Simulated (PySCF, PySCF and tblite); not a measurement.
A run on one conformer of C₆H₉FO₂, numbered as in [CH3:1][O:2][C:3](=[O:4])[C@H:5]([CH3:6])/[CH:7]=[CH:8]\[F:9], from an ensemble study. The sound level was wB97X-D/pcSseg-1 (IEF-PCM, benzene) on GFN2-xTB geometries.

Input:

```
{"job": {"xc": "B3LPY", "basis": "pcSseg-1", "solvent": "dichloromethane", "grid": 1, "kind": "nmr", "pop": false}, "charge": 0, "multiplicity": 1}
C      3.034129    -0.299536    -0.307476
O      1.757391    -0.283822     0.318769
C      0.711642    -0.013047    -0.466031
O      0.796008     0.214532    -1.642840
C     -0.585249    -0.079189     0.327185
C     -1.181474    -1.480322     0.122228
C     -1.532611     0.968954    -0.168839
C     -2.166846     1.832058     0.600558
F     -2.016700     1.852060     1.938119
H      2.999840    -0.895078    -1.221774
H      3.340904     0.717351    -0.559894
H      3.722222    -0.735732     0.411973
H     -0.357788     0.070944     1.384904
H     -0.491255    -2.238711     0.483644
H     -2.115994    -1.566332     0.671066
H     -1.375010    -1.652276    -0.934190
H     -1.689912     1.003742    -1.234932
H     -2.858056     2.590723     0.265873
```

Command: OMP_NUM_THREADS=1 python ens_run.py task.json out

Output:

```
KeyError: "LibXCFunctional: name 'B3LPY' not found."
```

What is wrong with this calculation?

The setting at fault: functional unknown or not served for shieldings. B3LPY is no functional's name. (The solvent model and integration grid also differ from the sound level's.) The input was rejected before any iteration.
